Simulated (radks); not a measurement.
Results of a calculation; reference values are marked as such.
Task: Ga IV, 28 electrons, occupied as [Ar] 3d10. Level of theory: Dirac Kohn-Sham, PBEsol, spin-unpolarised, spherical densities, finite nucleus; Fermi nuclear charge, rms radius 3.9973 fm (a radial shooting solver on a logarithmic mesh with Libxc functionals).

Spin-orbit splittings of the eigenvalues, e(l+1/2) - e(l-1/2), with zeta = 2 splitting/(2l+1) and mean radii in bohr:

shell  occ.  splitting (eV)  zeta (eV)  <r> j=l-1/2  <r> j=l+1/2
2p        6               ?          ?       0.1884       0.1919
3p        6           3.624      2.416       0.6719       0.6826
3d       10          0.4715     0.1886       0.7836       0.7888
4p        0          0.3160     0.2107        2.266        2.291

Estimate the 2p splitting.

Result: 27.63 eV (zeta = 18.42 eV).
